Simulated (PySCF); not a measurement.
C4H5 (SMILES [CH2]C#CC), doublet (typed; the unrestricted solution is spin-contaminated), at a GFN2-xTB geometry. Base run: CCSD/3-21G run with PySCF.

Here is a job for PySCF.
```python
from pyscf import gto, scf, cc

mol = gto.Mole()
mol.atom = '''
    C    -0.016699   -0.144733    2.054516
    C    -0.005726   -0.050217    0.705697
    C     0.004207    0.034133   -0.513104
    C     0.015858    0.137252   -1.950679
    H    -0.945061   -0.199820    2.594000
    H     0.902734   -0.165853    2.611411
    H    -0.000598    1.187288   -2.252760
    H     0.917223   -0.323779   -2.357243
    H    -0.860138   -0.356451   -2.373990
'''
mol.basis = '3-21g'
mol.charge = 0
mol.spin = 1
mol.verbose = 5
mol.build()

mf = scf.UHF(mol)
mf.kernel()

mycc = cc.CCSD(mf)
mycc.kernel()
print('E(CCSD) = %.10f' % mycc.e_tot)
```

The base run was repeated with changes; each row names its change, and settings that it needs were set with it.

| change | ΔE vs base (mEh) | MP2 correlation (Eh) | CC correlation without the perturbative part (Eh) | basis functions | core-seconds (rough) |
|---|---|---|---|---|---|
| base | 0.000 | -0.32295 | -0.37159 | 46 | 10 |
| frozen = 5 | ? | ? | ? | 46 | 5 |
| frozen = 3 | ? | ? | ? | 46 | 9 |
| cc.diis_space = 10 | 0.000 | -0.32295 | -0.37159 | 46 | 10 |
| cc.conv_tol = 1e-5 | 0.000 | -0.32295 | -0.37159 | 46 | 10 |
| cc.diis_space = 3 | 0.000 | -0.32295 | -0.37159 | 46 | 10 |
| method = ccsd(t) | ? | -0.32295 | -0.37159 | 46 | 20 |
| cart = on | 0.000 | -0.32295 | -0.37159 | 46 | 10 |
| cc.conv_tol = 1e-9 | 0.000 | -0.32295 | -0.37159 | 46 | 10 |
| cc.direct = True | 0.000 | -0.32295 | -0.37159 | 46 | 10 |

Problem. Fill in the missing entries.

Solution. 
- frozen = 5, ΔE vs base (mEh): 52.395
- frozen = 5, MP2 correlation (Eh): -0.27860
- frozen = 5, CC correlation without the perturbative part (Eh): -0.31919
- frozen = 3, ΔE vs base (mEh): 5.230
- frozen = 3, MP2 correlation (Eh): -0.31739
- frozen = 3, CC correlation without the perturbative part (Eh): -0.36636
- method = ccsd(t), ΔE vs base (mEh): -11.140

Open shells are given as the SCF converged; they aren't shown to be the lowest states, and a large step between rows can be another state.
